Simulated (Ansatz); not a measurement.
Consider the substitution at a C–N bond: `C[N]1[AlH][CH]1[SiH3]` + `[NH2][In]([F])[F]` → `C[NH][In]([F])[F]` + `[SiH3][CH]1[NH][AlH]1`.

Gas-phase electronic energies from Ansatz, PBE0-D4/def2-TZVP geometries. CCSD(T)/CBS is the MP2 limit (def2-TZVPP, def2-QZVPP) plus CCSD(T) − MP2 in def2-TZVPP, frozen cores. Functionals use def2-TZVPP. B3LYP here is the variant with VWN-RPA as its local correlation; programs differ in this. HSE06 is defined as in plane-wave codes. Elements past krypton have def2 core potentials. For In outer-core shells are correlated without core-valence functions, which leaves a few kJ/mol of doubt a bond. One conformer a species, not always the lowest.

```csv
level,ΔE (kJ/mol),difference from CCSD(T)/CBS
LDA (SPW92),30.2,5.4
PBE-D4,29.7,4.9
revPBE-D4,31.3,6.5
BLYP-D4,29.4,4.6
r2SCAN-D4,28.7,3.9
B97M-V,30.0,5.2
PBE0-D4,28.4,3.6
B3LYP-D4,28.1,3.3
r2SCANh-D4,28.3,3.5
r2SCAN0-D4,27.8,3.0
HSE06-D4,28.4,3.6
BHLYP-D4,26.3,1.5
CAM-B3LYP-D4,26.1,1.3
ωB97X-V,25.1,0.3
ωB97M-V,25.9,1.1
B2PLYP,26.2,1.4
PBE-QIDH,27.3,2.5
PBE,27.3,2.5
revPBE,26.0,1.2
r2SCAN,27.8,3.0
PBE0,26.2,1.4
B3LYP,24.3,-0.5
r2SCANh,27.4,2.6
r2SCAN0,26.9,2.1
HSE06,26.3,1.5
BHLYP,23.6,-1.2
CAM-B3LYP,23.8,-1.0
RPA@PBE/def2-TZVPP,25.6,0.8
HF/def2-SVP,18.4,-6.4
MP2/def2-SVP,27.3,2.5
CCSD/def2-SVP,23.9,-0.9
HF/def2-TZVPP,21.2,-3.6
MP2/def2-TZVPP,29.4,4.6
CCSD/def2-TZVPP,25.6,0.8
CCSD(T)/def2-TZVPP,27.2,2.4
HF/def2-QZVPP,20.5,-4.3
MP2/def2-QZVPP,27.9,3.1
SCS-MP2/def2-QZVPP,25.6,0.8
HF/CBS(def2),20.4,-4.4
MP2/CBS(def2),27.1,2.3
CCSD(T)/CBS,24.8,0
```

(1) What do rigid-rotor, harmonic-oscillator terms from PBE0-D4/def2-TZVP frequencies (298.15 K, 1 bar) make of the CCSD(T)/CBS value? (An estimate is asked.)

Largest T1 diagnostic among the species: 0.016.

Answers

(1) Ansatz gave: ΔZPE = +0.7 kJ/mol, ΔH = +25.9 kJ/mol, ΔS = 7 J/(mol·K), ΔG = +23.9 kJ/mol.

The D4 term adds +3.7 kJ/mol with B3LYP and +2.2 kJ/mol with PBE0; it sums over pairs of atoms, weighted by their polarisabilities, and B3LYP, whose exchange is more repulsive, gets the larger term. Leaving LDA and LC-ωPBE aside and taking each functional with its dispersion term where it has one, the values spread over 6.2 kJ/mol, from ωB97X-V to revPBE-D4. In def2-TZVPP, CCSD(T) changes the Hartree–Fock value by +6.0 kJ/mol (the triples alone add +1.5 kJ/mol) and MP2 by +8.3 kJ/mol.
